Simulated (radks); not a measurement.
Values are calculated unless marked as measured or tabulated.
The oxygen ion O2+ inside a hard spherical wall (all orbitals vanish at R), configuration held at [He] 2s2 2p2 and not refilled when levels cross. Code: a radial shooting solver on a logarithmic mesh with Libxc functionals. Model: scalar-relativistic Kohn-Sham, PBE, spin-unpolarised, spherical densities, point nucleus. Eigenvalues in eV, with the zero of energy where the potential of the charges vanishes at infinity; a dash marks a level that is unbound or too diffuse for the functional's potential to be trusted. A positive occupied level is held by the wall or, in an anion where self-interaction has pushed it up, behind a barrier. The pressure on the wall is -dE/dV.

| R (bohr) | E (hartree) | kinetic (hartree) | e(1s) | e(2s) | e(2p) | e(3s, empty) | e(3p, empty) | pressure (GPa) |
|---|---|---|---|---|---|---|---|---|
| free | -73.16376 | 73.116 | -557.75 | -58.346 | -43.242 | - | - | 0 |
| 20 | -73.16376 | 73.116 | -557.75 | -58.346 | -43.242 | - | - | < 0.0001 |
| 12 | -73.16376 | 73.116 | -557.75 | -58.346 | -43.242 | - | - | < 0.0001 |
| 10 | -73.16376 | 73.116 | -557.75 | -58.346 | -43.242 | - | - | < 0.0001 |
| 7 | -73.16376 | 73.116 | -557.75 | -58.346 | -43.242 | -14.317 | -11.033 | < 0.0001 |
| 4 | -73.16211 | 73.135 | -557.64 | -58.281 | -43.163 | -9.032 | -4.579 | 0.756 |
| 3.5 | -73.15596 | 73.192 | -557.35 | -58.100 | -42.944 | -3.998 | 0.682 | 4.59 |
| 2.5 | -73.00400 | 74.135 | -553.37 | -55.292 | -39.757 | 28.086 | 30.657 | 177 |
| 2 | -72.46530 | 76.525 | -544.99 | -47.983 | -32.224 | 79.146 | 74.472 | 1210 |
| 1.5 | -70.05319 | 84.271 | -523.46 | -21.256 | -8.168 | 216.18 | 184.57 | 9910 |
